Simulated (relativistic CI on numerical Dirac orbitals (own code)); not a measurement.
L2,3 absorption of copper in several valence states

Computed multiplet spectra 2p⁶3dⁿ → 2p⁵3dⁿ⁺¹ (Dirac-Coulomb-Breit ions, Slater integrals scaled by 0.7, an assumed crystal field that grows with the charge, no charge transfer; 300 K; Lorentzian 0.4 eV and Gaussian 0.3 eV FWHM at both edges, so that L2 comes out sharper than in experiment). Peaks over 5 % are given in eV from the highest peak in the L3 region of each spectrum (height, largest 100). S of the lowest state is read from ⟨S²⟩, and the branching ratio is the share of L3, cut at the minimum between the edges.

Field parameters in Wybourne normalisation: Oh B⁴₀ = 21Dq, B⁴₄ = √(5/14) B⁴₀. The field is a parameter set, without covalency.

- Cu2+ (d9, Oh, 10Dq = 8950 cm⁻¹): S = 0.50, branching ratio 0.76; peaks 0.0 (100), 20.1 (32)
- Cu4+ (d7, Oh, 10Dq = 14200 cm⁻¹): S = 1.50, high spin, branching ratio 0.83; peaks -3.9 (59), -2.1 (78), -1.4 (83), 0.0 (100), 1.4 (17), 2.2 (10), 3.0 (7), 19.0 (21), 19.9 (25), 20.6 (22), 22.0 (5)

Question: What spin state follows for Cu3+ in Oh, 10Dq = 11600 cm⁻¹, and does its branching ratio lie nearer 2/3 or nearer 0.8?

Answer: Cu3+ (d8, Oh, 10Dq = 11600 cm⁻¹): S = 1.00, branching ratio 0.75; peaks 0.0 (100), 1.1 (12), 2.2 (24), 3.2 (5), 20.4 (23), 21.5 (25). High-spin states, above all those with an unquenched orbital moment, raise the ratio above the statistical 2/3; low spin and nearly empty shells keep it near or below 2/3.

The centroid of the whole edge, which also moves with the branching ratio, lies at 936.7 (Cu2+), 940.2 (Cu3+), 941.4 (Cu4+) eV in this ionic model, in steps of 1.2 to 3.5 eV. Compounds show about 1 to 2 eV a unit and lower energies for the high valences, since ligands screen the charge. The multiplet shape follows the d count and the spin state, and so serves as a fingerprint of valence. Real compounds of Cu4+ are mostly low spin, since covalency shrinks the Slater integrals more than this scale does.
